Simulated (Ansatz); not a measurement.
Ideal-gas functions of Cl2H2O3W, SMILES `[O]=[W]([OH])([OH])([Cl])[Cl]` at 400 K and 1 bar, from an Ansatz frequency run at PBE0-D4/def2-TZVP.

Molar mass 304.76 g/mol, point group C1 (symmetry number 1), electronic degeneracy 1, moments of inertia 292.544, 310.203, 462.396 u Å². Harmonic wavenumbers (cm⁻¹, unscaled): 75, 87, 180, 195, 262, 269, 290, 350, 392, 403, 441, 582, 665, 743, 777, 1076, 3876, 3879.

Use S(trans) = R[1.5 ln M + 2.5 ln T − 1.1517]; rotational temperatures θ = 24.2544 K / I; S(rot) = R[ln(√π/σ · √(T³/θAθBθC)) + 1.5]; for each mode x = 1.438777 ν̃/T, S = R[x/(eˣ − 1) − ln(1 − e⁻ˣ)] and H = RT x/(eˣ − 1); 1 cm⁻¹ = 0.0119627 kJ/mol; R = 8.31446 J/(mol·K).

Question: By hand: the entropy, in J/(mol·K).

Answer: Translation 186.3. Rotation: θ = 0.0829, 0.0782, 0.0525 K, giving 125.2. Vibration, mode by mode: 19.23, 18.01, 12.07, 11.43, 9.11, 8.91, 8.33, 6.93, 6.11, 5.92, 5.30, 3.54, 2.80, 2.24, 2.04, 0.86, 0.00, 0.00, in all 122.8. Electronic 0.0. Sum 434.3 J/(mol·K).

Question: By hand: H − E and G − E in kJ/mol, counted from the electronic energy.

Answer: Zero-point energy ½ × 14542 × 0.0119627 = 87.0; thermal vibration 25.6; translation, rotation and pV give 4 RT = 13.3. H − E = 125.9 kJ/mol, and G − E = 125.9 − 400 × 434.3/1000 = -47.8 kJ/mol.

Vibration gives 28 % of the entropy, 37.2 J/(mol·K) of it from the modes under 150 cm⁻¹: soft modes count most, and the harmonic formula is weakest for them. The sum counts one conformer and one mirror image; others add a mixing term.
